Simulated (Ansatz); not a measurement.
`C[CH2][Al]([CH3])[SH]` + H₂ → `C[CH2][AlH][SH]` + CH₄  (hydrogenolysis of the Al–C bond)

Isolated molecules relaxed with PBE0-D4/def2-TZVP in Ansatz; ΔE leaves out vibrations. CCSD(T)/CBS is the MP2 limit (def2-TZVPP, def2-QZVPP) plus CCSD(T) − MP2 in def2-TZVPP, frozen cores. This one scheme is used for every species. Functionals use def2-TZVPP. One conformer a species, not always the lowest.

```csv
species,revPBE energy (Eh)
`C[CH2][Al]([CH3])[SH]`,-760.31747
H₂,-1.17659
`C[CH2][AlH][SH]`,-720.98536
CH₄,-40.51893
```

Work out ΔE.

ΔE = (-720.98536) + (-40.51893) − (-760.31747) − (-1.17659) = -0.01023 Eh = -26.9 kJ/mol. CCSD(T)/CBS gives -21.8 kJ/mol.

What do rigid-rotor, harmonic-oscillator terms from PBE0-D4/def2-TZVP frequencies (298.15 K, 1 bar) make of the CCSD(T)/CBS value? (Estimate.)

Ansatz gave: ΔZPE = +15.4 kJ/mol, ΔH = -10.7 kJ/mol, ΔS = 3 J/(mol·K), ΔG = -11.8 kJ/mol. Modes under 50 cm⁻¹ make the entropy rough.

Largest T1 diagnostic among the species: 0.010.

The D4 term adds +7.4 kJ/mol with B3LYP and +4.3 kJ/mol with PBE0; it sums over pairs of atoms, weighted by their polarisabilities, and B3LYP, whose exchange is more repulsive, gets the larger term. At CCSD(T), def2-SVP lies −15.1 kJ/mol from the extrapolated value and def2-TZVPP −2.4 kJ/mol. From BLYP to BHLYP (50 % exact exchange), in def2-TZVPP and without D4, ΔE moves by −5.4 kJ/mol.

B3LYP here is the variant with VWN-RPA as its local correlation; programs differ in this.
